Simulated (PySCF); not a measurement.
Field gradients at the hydrogen positions

Species: C₉H₁₄.
Cartesian coordinates in Å at the GFN2-xTB level; atoms count from 1:
```xyz
23
C9H14 angstrom
C     -2.0692    0.1263   -1.7575
C     -2.2558   -0.3514   -0.5332
C     -1.4103   -0.0757    0.6225
C     -1.6143   -0.7176    1.7747
C     -0.3221    0.9236    0.4935
C     -0.5804    2.1940    0.2185
C      1.0755    0.4025    0.6748
C      1.4709   -0.5141   -0.4875
C      2.8547   -1.1156   -0.2814
H     -2.7285   -0.1311   -2.5691
H     -1.2533    0.7894   -1.9911
H     -3.0816   -1.0250   -0.3396
H     -1.0122   -0.5315    2.6477
H     -2.4040   -1.4421    1.8854
H     -1.5871    2.5530    0.0850
H      0.2052    2.9269    0.1350
H      1.1353   -0.1670    1.6054
H      1.7783    1.2357    0.7369
H      0.7328   -1.3141   -0.5793
H      1.4558    0.0607   -1.4162
H      3.6035   -0.3316   -0.1895
H      2.8766   -1.7176    0.6246
H      3.1252   -1.7505   -1.1218
```

Level: PBE0/pcSseg-1 (PySCF, non-relativistic); Q(2H) = 0.00286 b; rigid geometry, the same for H and D, with no vibrational averaging.

Problem. Rank these positions by the coupling χzz of a deuteron there, largest first.
A. H11 (vinylic hydrogen)
B. H12 (vinylic hydrogen)
C. H17 (methylene hydrogen)
D. H21 (methyl hydrogen)

Solution. A (224 kHz), B (216 kHz), D (212 kHz), C (203 kHz).

Problem. Tabulate Vzz, the asymmetry η and χzz = 234.96 MHz × Q × Vzz for every hydrogen position.

Solution. 
| atom | bonded to | bond length (Å) | Vzz (au) | η | χzz (kHz) |
| --- | --- | --- | --- | --- | --- |
| H10 | C1 | 1.077 | 0.3378 | 0.04 | 227 |
| H11 | C1 | 1.077 | 0.3327 | 0.04 | 224 |
| H12 | C2 | 1.083 | 0.3209 | 0.07 | 216 |
| H13 | C4 | 1.077 | 0.3373 | 0.06 | 227 |
| H14 | C4 | 1.077 | 0.3364 | 0.06 | 226 |
| H15 | C6 | 1.077 | 0.3356 | 0.05 | 226 |
| H16 | C6 | 1.078 | 0.3370 | 0.06 | 226 |
| H17 | C7 | 1.093 | 0.3026 | 0.03 | 203 |
| H18 | C7 | 1.092 | 0.3037 | 0.02 | 204 |
| H19 | C8 | 1.092 | 0.3005 | 0.03 | 202 |
| H20 | C8 | 1.092 | 0.3035 | 0.02 | 204 |
| H21 | C9 | 1.088 | 0.3147 | 0.02 | 212 |
| H22 | C9 | 1.088 | 0.3146 | 0.02 | 211 |
| H23 | C9 | 1.087 | 0.3167 | 0.01 | 213 |

Problem. How does χzz go with the bond length over the 14 C–H bonds?

Solution. A straight-line fit has a slope of -14.5 kHz for each 0.01 Å, with a correlation coefficient of -0.99, over lengths from 1.077 to 1.093 Å. The longer bonds have the smaller couplings here.

Problem. A static deuteron (I = 1) shows a doublet split by (3/2)χ, (3/4)χ(1 + η) and (3/4)χ(1 − η) with the field along z, y and x of the gradient. What are these for H20?

Solution. With |χ| = 203.9 kHz and η = 0.023: 306, 156 and 149 kHz, to first order and without motion.

Geometry: GFN2-xTB, one conformer, isolated molecule. GFN2-xTB bond lengths can be off by several hundredths of an ångström, more for odd bonds, and the gradients follow them. A larger basis could move these couplings by a tenth or more.
